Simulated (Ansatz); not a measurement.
Basis sets compared for Sn(vinyl)3(OEt) (C₈H₁₄OSn). The state is a singlet with charge 0. Geometry r2SCAN-D4/def2-SVP. Ansatz on 2 threads of AMD EPYC 7R13 on a shared host and a share (18 GiB) of an NVIDIA H100 80GB HBM3; times are rough, and most runs start from earlier orbitals.

```xyz
24

Sn   -0.1400   -0.0693    0.4519
C     0.3632    1.6542    1.6037
C     0.3997    1.6673    2.9433
H     0.6139    2.5677    1.0473
H     0.1616    0.7829    3.5482
H     0.6706    2.5701    3.5071
C    -2.2532   -0.4327    0.3909
C    -3.1217    0.4167    0.9571
H    -2.6356   -1.3351   -0.1073
H    -2.7952    1.3315    1.4700
H    -4.2056    0.2390    0.9359
C     0.9862   -1.7897    1.0644
C     2.0751   -1.6655    1.8353
H     0.6645   -2.7920    0.7510
H     2.4379   -0.6885    2.1792
H     2.6602   -2.5370    2.1595
O     0.4494    0.4930   -1.3837
C     0.2589   -0.3618   -2.4876
C     0.7577    0.3368   -3.7374
H     0.8060   -1.3229   -2.3592
H    -0.8143   -0.6282   -2.6181
H     0.6287   -0.2974   -4.6294
H     0.2061    1.2774   -3.8905
H     1.8257    0.5834   -3.6317
```

In the def2 sets Sn takes a core potential; there is no spin–orbit coupling. Single mean-field runs in def2-TZVP are fitted with def2-universal-jkfit.

Binding counts from free atoms (Sn triplet, C triplet, H doublet, O triplet) in the same basis, without a counterpoise term.

```tsv
level	functions	energy (Eh)	HOMO (eV)	LUMO (eV)	binding per atom (eV)	wall time
PBE-D4/def2-SVP	222	-601.9183	-5.34	-1.64	4.27	2.4 s
PBE0-D4/def2-SVP	222	-601.9729	-6.90	-0.72	4.20	3.7 s
```

Problem. Estimate the rows for PBE-D4/def2-TZVP (with forces), PBE0-D4/def2-TZVP.

Solution. 
```tsv
level	functions	energy (Eh)	HOMO (eV)	LUMO (eV)	binding per atom (eV)	wall time
PBE-D4/def2-TZVP (with forces)	413	-602.3669	-5.53	-1.80	4.25	3.6 s
PBE0-D4/def2-TZVP	413	-602.4125	-7.03	-0.87	4.17	3.7 s
```
